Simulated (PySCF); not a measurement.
Compound: C5H8GeN2O.
Numbering: `[CH3:1][c:2]1[n:3][cH:4][cH:5][n:6][c:7]1[O:8][GeH3:9]` (hydrogens: H10, H11, H12 on C1; H13 on C4; H14 on C5; H15, H16, H17 on Ge9)

Geometry (PBE0-D3(BJ)/def2-SVP, Å), atoms numbered from 1 in this order:
```
atom  x, y, z in Å
C1    -0.153    2.413   -0.338
C2    -0.680    1.061    0.008
N3    -1.946    0.911    0.357
C4    -2.387   -0.314    0.665
C5    -1.546   -1.415    0.623
N6    -0.264   -1.286    0.272
C7     0.172   -0.077   -0.031
O8     1.442    0.068   -0.383
Ge9    2.463   -1.455   -0.410
H10    0.264    2.423   -1.358
H11    0.669    2.698    0.337
H12   -0.962    3.150   -0.263
H13   -3.439   -0.416    0.949
H14   -1.902   -2.420    0.872
H15    3.809   -0.860   -0.850
H16    2.539   -2.046    1.002
H17    1.904   -2.426   -1.454
```

Level: CAM-B3LYP/def2-SVPD in PySCF, non-relativistic, on one gas-phase PBE0-D3(BJ)/def2-SVP geometry that isn't relaxed in the solvent. The solvent is an IEF-PCM continuum (Bondi radii, 1.10 Å for H, scaled by 1.2), and excitations are vertical TDDFT with non-equilibrium linear response and a frozen core. Only the electrostatic response of the medium enters. Spin–orbit coupling is left out although an atom past zinc is present.

Gas-phase singlets (H = HOMO, L = LUMO):

```json
{"state": "S1", "E (eV)": "4.566", "λ (nm)": "272", "f": "0.004", "leading configurations": "H-1→L 98%"}
{"state": "S2", "E (eV)": "4.913", "λ (nm)": "252", "f": "0.145", "leading configurations": "H→L 94%"}
{"state": "S3", "E (eV)": "5.546", "λ (nm)": "224", "f": "0.000", "leading configurations": "H-1→L+2 98%"}
{"state": "S4", "E (eV)": "6.061", "λ (nm)": "205", "f": "0.215", "leading configurations": "H→L+2 90%"}
{"state": "S5", "E (eV)": "6.093", "λ (nm)": "203", "f": "0.000", "leading configurations": "H-2→L 91%"}
```

Question: How does the list change in acetonitrile (ε = 35.69)?

Answer: 
```tsv
state	E (eV)	λ (nm)	f	leading configurations	change by rank (eV)
S1	4.638	267	0.005	H-1→L 98%	+0.072
S2	4.811	258	0.193	H→L 95%	-0.102
S3	5.658	219	0.000	H-1→L+1 98%	+0.112
S4	5.995	207	0.282	H→L+1 92%	-0.066
S5	6.154	201	0.000	H-2→L 86%	+0.061
```

Question: The ground-state energy changes by -0.188 eV from gas to acetonitrile. By how much does the total energy of gas-phase S1 change?

Answer: E(S1) = E(S0) + excitation energy, so it changes by -0.188 + 0.072 = -0.116 eV: it is lowered less than the ground state, which is what a blue shift means. This is the vertical state, with the slow part of the continuum still set for S0.

Question: How do the frontier levels move from gas to acetonitrile?

Answer: 
```tsv
orbital	gas (eV)	solvent (eV)	change (eV)	Löwdin shares, gas	Löwdin shares, solvent
LUMO+2	0.78	0.97	+0.19	C4 20 %, C7 17 %, C5 17 %, C2 10 %	Ge9 52 %, H16 12 %, H17 12 %, H15 11 %
LUMO+1	0.75	0.74	-0.01	Ge9 50 %, H16 12 %, H17 12 %, H15 12 %	C4 20 %, C5 18 %, C7 17 %, C2 10 %
LUMO	-0.10	-0.19	-0.09	N3 24 %, N6 21 %, C2 16 %, C5 13 %	N3 24 %, N6 21 %, C2 16 %, C5 12 %
HOMO	-8.11	-8.14	-0.03	C4 19 %, O8 17 %, C5 15 %, C2 15 %	C4 19 %, O8 17 %, C5 15 %, C2 15 %
HOMO-1	-8.75	-8.91	-0.16	N3 37 %, N6 16 %, C4 9 %, C2 9 %	N3 33 %, N6 19 %, C4 9 %, C2 9 %
HOMO-2	-10.25	-10.37	-0.12	N6 40 %, N3 26 %, Ge9 7 %, C5 5 %	N6 33 %, N3 27 %, Ge9 10 %, H15 7 %
HOMO-3	-10.40	-10.49	-0.09	N6 27 %, N3 21 %, C5 12 %, O8 10 %	N6 26 %, N3 19 %, O8 12 %, C5 12 %
```

The HOMO–LUMO gap goes from 8.01 to 7.94 eV. Rows go by rank; for LUMO+1 and LUMO+2 the atom shares or the degeneracy differ between the runs, so the row needn't follow one orbital.
